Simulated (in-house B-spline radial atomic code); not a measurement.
The numbers below are computed, except where a source is named.
As in an electron gas of r_s = 3.6: phase shifts, screening and friction

A nucleus sits in a uniform electron gas with a rigid positive background. The Kohn-Sham equations are solved self-consistently in the spin-unpolarised LDA (PW92), non-relativistic, on B-splines with outgoing waves at the boundary and partial waves to l = 8. The model has no lattice, no bands and no magnetic solution. Atomic units; δ_l are the phase shifts at the Fermi level, counted so that each bound state adds π, and good to about 0.0005.

The density parameter is r_s = 3.6 bohr.

```
l  δ_l (rad)
0    11.1427
1     8.2496
2     3.1788
3     0.0074
4     0.0005
5     0.0002
6     0.0002
7     0.0002
8     0.0002
```

Bound levels below the band bottom (hartree): p -47.18, s -6.389, p -4.51, d -1.202, s -0.227 and deeper ones.

(1) Check the Friedel sum rule, and say where the screening charge sits.

(2) Find the transport cross section and the electronic stopping of a 1 keV As ion (mass 74.92 u).

Answers

(1) k_F = (9π/4)^(1/3)/r_s = 0.53310. The rule is Z = (2/π) Σ (2l + 1) δ_l. The terms are s 7.094, p 15.756, d 10.118, f 0.033 and 0.010 beyond, in all 33.011 against Z = 33. Bound states hold 8 s, 12 p, 10 d electrons, so the scattering states carry 3.01 in all; where a term is smaller than its bound count, the bound level has drawn weight out of the band.

(2) σ_tr = (4π/k_F²) Σ (l + 1) sin²(δ_l − δ_(l+1)). The terms for l = 0 to 3 are 0.0605, 1.7539, 0.0027, 0.0002, all together 1.8172, so σ_tr = 44.217 × 1.8172 = 80.354 bohr². With n = 3/(4π r_s³) = 0.005117, the friction coefficient is Q = n k_F σ_tr = 0.2192. For v well below v_F = 0.533, dE/dx = Q v; with 24801 eV per u at v = 1, v = √(1000/(24801 × 74.92)) = 0.0232, so dE/dx = 0.00508 hartree/bohr = 2.61 eV/nm. The largest term couples the p and d waves.
